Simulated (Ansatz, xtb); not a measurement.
Molecule: BaCl, net charge 0, doublet state. SMILES: [Cl][Ba]
Coordinates optimised at B3LYP-D3(BJ)/def2-TZVP (Ansatz, an electronic-structure program):
```
Cl
Ba 1 2.7004
```
Charge 0, spin multiplicity 2.

Harmonic wavenumbers from GFN2-xTB (xtb, at its own minimum), cm⁻¹: 207.

**Question.** Give the harmonic wavenumbers at B3LYP-D3(BJ)/def2-TZVP (Ansatz, finite differences of forces, unscaled).

**Answer.** 273 cm⁻¹. Zero-point energy 0.4 kcal/mol.

**Question.** From these and the geometry, give the ideal-gas thermochemistry at 298.15 K and 1 atm (rigid rotor, harmonic oscillator).

**Answer.** Point group C∞v, rotational symmetry number 1. Rotational constants 2.46, 2.46 GHz. S(trans) 41.35, S(rot) 17.56, S(vib) 1.58, S(elec, spin only) 1.38, S 61.9 cal/(mol K). H(298) - H(0) 2.36 kcal/mol; G - E(el) -15.7 kcal/mol.
